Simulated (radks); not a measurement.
The numbers below are computed, except where a source is named.
Q: Radial electron density D(r) = 4 pi r^2 rho(r) of an atom or ion with 47 electrons. Level of theory: scalar-relativistic Kohn-Sham, PBEsol, spin-polarised, spherical densities, finite nucleus; Fermi nuclear charge, rms radius of each element as measured or else 0.836 A^(1/3) + 0.57 fm (a radial shooting solver on a logarithmic mesh with Libxc functionals).

r (bohr)  D(r) (e/bohr)  spin D(r)
0.005046          18.90    0.00307
0.00673           27.58    0.00437
0.008904          37.85    0.00576
0.01188           48.95    0.00690
0.01584           57.94    0.00701
0.02113           61.61    0.00533
0.02795           58.94    0.00211
0.03728           53.79  -0.000499
0.04973           54.90    0.00203
0.06632           66.53     0.0108
0.08846           77.76     0.0151
0.117             72.44    0.00116
0.1561            56.34    -0.0166
0.2082            55.02   0.000353
0.2777            63.31     0.0254
0.3674            50.32    0.00556
0.4901            24.90     0.0164
0.6536            18.13     0.0568
0.8718            20.34    -0.0311
1.163             14.58    -0.0385
1.538             6.942      0.248
2.052             2.628      0.516
2.737            0.9066      0.435
3.65             0.2461      0.181
4.83            0.04338     0.0387
6.442          0.003412    0.00329

What is the nuclear charge?

A: Z = 48. The innermost maximum, from 1s, lies near gamma/Z bohr with gamma = sqrt(1 - (Z/c)^2) = 0.937, here 0.0195 bohr (found: 0.0213), and its height grows with Z. The density is that of the cadmium ion Cd+ in [Kr] 4d10 5s1; the configuration itself is not fixed sharply by these data, and Z only to a few units. D(r) has 4 maxima, at r = 0.0213, 0.0943, 0.280, 0.844 bohr, and minima at 0.0420, 0.183, 0.618 bohr, inside which lie 2.00, 11.18, 28.98 electrons.
